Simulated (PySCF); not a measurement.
Calculated NMR data

Theoretical values (PySCF): PBE0/pcSseg-1 with gauge-including orbitals, coordinates at the GFN2-xTB level. No relativistic terms, isolated molecule, single conformer, fast rotation and ring inversion assumed for equivalent nuclei.

Scale: ¹H (σ = 31.72 ppm), ¹³C (σ = 186.93 ppm) vs TMS (reference shieldings calculated alike). Where no couplings were computed, multiplicities follow the n + 1 count of equivalent neighbours, and m marks all less simple cases (inequivalent or close neighbours, rings, F or P nearby). Acid and N–H amide carbonyl carbons lie up to 10 ppm further downfield in solution (hydrogen bonding). Shifts are as computed. Against solution values, carbons near 30 ppm lie about +3 ppm off and those near 130 ppm about +5 ppm. Of 1211 compounds with measured shifts, 218 miss one by over three times the rms of a fit or turn the order of signals round; such compounds aren't used in these exercises. OH and NH positions are gas-phase values without hydrogen bonding to other molecules.

Compound 1 (C7H6O2). ¹H NMR (600 MHz, computed): δ 7.57 (m, 1H), 6.57 (m, 1H), 6.02 (br s, 1H), 6.00 (m, 1H), 5.97 (s, 2H). ¹³C{¹H} NMR (computed): δ 196.3 (C), 177.9 (C), 168.5 (C), 139.8 (CH), 132.1 (CH2), 115.7 (C), 111.3 (CH2). Structure: SMILES C=C=C=C(C=C)C(=O)O.

Compound 2 (C10H14). ¹H NMR (600 MHz, computed): δ 2.26 (m, 1H), 2.25 (m, 1H), 2.15 (m, 1H), 1.94 (s, 3H), 1.90 (m, 1H), 1.29 (m, 1H), 1.11 (m, 1H), 1.04 (d, 3H), 1.00 (m, 1H), 0.44 (m, 1H). ¹³C{¹H} NMR (computed): δ 94.2 (C), 84.3 (C), 48.0 (CH), 37.3 (CH2), 35.5 (CH), 28.1 (CH), 24.4 (CH3), 20.8 (CH), 11.0 (CH2), 4.8 (CH3). Structure: `CC#C[C@@H]1C[C@@H]2C[C@@H]2[C@H]1C`.

Compound 3 (C10H14). ¹H NMR (600 MHz, computed): δ 6.43 (d, 1H), 6.22 (m, 1H), 5.14 (m, 1H), 5.03 (m, 1H), 3.13 (m, 1H), 2.99 (m, 1H), 2.35 (m, 1H), 2.25 (m, 1H), 2.01 (m, 1H), 1.66 (m, 1H), 1.11 (m, 1H), 1.10 (m, 1H), 1.00 (m, 1H), 0.95 (m, 1H). ¹³C{¹H} NMR (computed): δ 151.4, 129.6, 129.3, 119.6, 46.6, 44.4, 26.5, 24.8, 5.0, 4.3. Structure: SMILES C=C[C@@H]1CC[C@@H]1C=C1CC1.
